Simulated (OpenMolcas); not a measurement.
## C2H4FGa (SMILES C=[CH][GaH][F]): methods side by side

C2H4FGa has 8 atoms, charge 0, and is taken as a singlet. As SMILES, `C=[CH][GaH][F]`. The coordinates come from a PBE0-D4/def2-TZVP relaxation. This is one conformer, not always the lowest.

```xyz
8

C    -0.8371    1.1754    0.0609
C     0.3426    0.5695   -0.0650
Ga    0.4817   -1.3602   -0.0076
F     2.1105   -2.0061   -0.1996
H    -1.7621    0.6205    0.2001
H    -0.9411    2.2578    0.0316
H     1.2323    1.1796   -0.2023
H    -0.6269   -2.4367    0.1820
```

Each level gives the HOMO–LUMO gap (eV). The values are calculated.

| level | kind | program | value (eV) | CPU time |
| --- | --- | --- | --- | --- |
| HF/cc-pVDZ | Hartree–Fock | OpenMolcas | 12.26 | 14 s |
| SVWN5/cc-pVDZ | LDA | OpenMolcas | 4.40 | 36 s |
| PBE/cc-pVDZ | GGA | OpenMolcas | 4.54 | 52 s |
| M06-L/cc-pVDZ | meta-GGA | OpenMolcas | 5.06 | 70 s |
| TPSS/cc-pVDZ | meta-GGA | OpenMolcas | 4.86 | 74 s |
| r2SCAN/cc-pVDZ | meta-GGA | OpenMolcas | 5.05 | 75 s |
| M06-2X/cc-pVDZ | hybrid meta-GGA | OpenMolcas | 8.65 | 66 s |
| PBE0/cc-pVDZ | global hybrid | OpenMolcas | 6.80 | 48 s |

All-electron rows without a relativistic Hamiltonian named are non-relativistic. The values span 4.40 to 12.26 eV. Orbital gaps aren't excitation energies; they tend to grow with the share of exact exchange. Times are those of the runs behind each value, whatever else they computed, on shared processors of several kinds: orders of magnitude only.
